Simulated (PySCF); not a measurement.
## Basis and Hamiltonian dependence of the excitation energy of Mg⁺

Mg⁺ [Ne] 3s1 (2S) → Mg⁺ [Ne] 3d1 (2D). All values are computed (PySCF 2.14, energy differences of UHF-based or UKS calculations, no spin-orbit coupling). Values in eV.

```
                                                            basis       Hamiltonian  functions     UHF     PBE    PBE0  CCSD(T) (valence and next inner shell)
                                                   aug-cc-pVDZ-DK     spin-free X2C         27   8.782   8.513   8.601                                     n/a
                                                     ANO-RCC-VTZP     spin-free X2C         34  11.241  10.563  10.733                                  11.339
                                                      def2-TZVPPD  non-relativistic         35   8.820   8.533   8.620                                   8.967
                                                     aug-cc-pCVDZ  non-relativistic         36   8.751   8.488   8.574                                   8.823
                                                      aug-cc-pVTZ  non-relativistic         50   8.659   8.497   8.558                                     n/a
                                                      def2-QZVPPD  non-relativistic         63   8.670   8.479   8.544                                   8.888
                                                     aug-cc-pCVTZ  non-relativistic         75   8.642   8.450   8.518                                   8.818
x2c-QZVPPall with one added diffuse shell each of s, p, d, f type     spin-free X2C         82   8.660   8.493   8.555                                   8.875
                                                      aug-cc-pVQZ  non-relativistic         84   8.632   8.454   8.523                                     n/a
                                                   aug-cc-pVQZ-DK     spin-free X2C         84   8.656   8.478   8.546                                     n/a
                                                       dyall-av3z  non-relativistic        117   8.847   8.555   8.642                                     n/a
                                                       dyall-av3z     spin-free X2C        117   8.868   8.579   8.665                                     n/a
                                                      dyall-acv3z     spin-free X2C        122   8.868   8.579   8.665                                     n/a
                                                      dyall-acv3z  non-relativistic        122   8.847   8.555   8.642                                     n/a
```

Frozen in the all-electron rows: valence: [Ne]; valence and next inner shell: 1s2.

At UHF, ANO-RCC-VTZP lies more than 0.3 eV from the median of the rows with comparable relativity. Of these, ANO-RCC-VTZP has no diffuse functions of the l that the added or promoted electron needs.

Reference for a calculation without spin-orbit coupling: 8.864 eV (measured, between term centres; NIST).
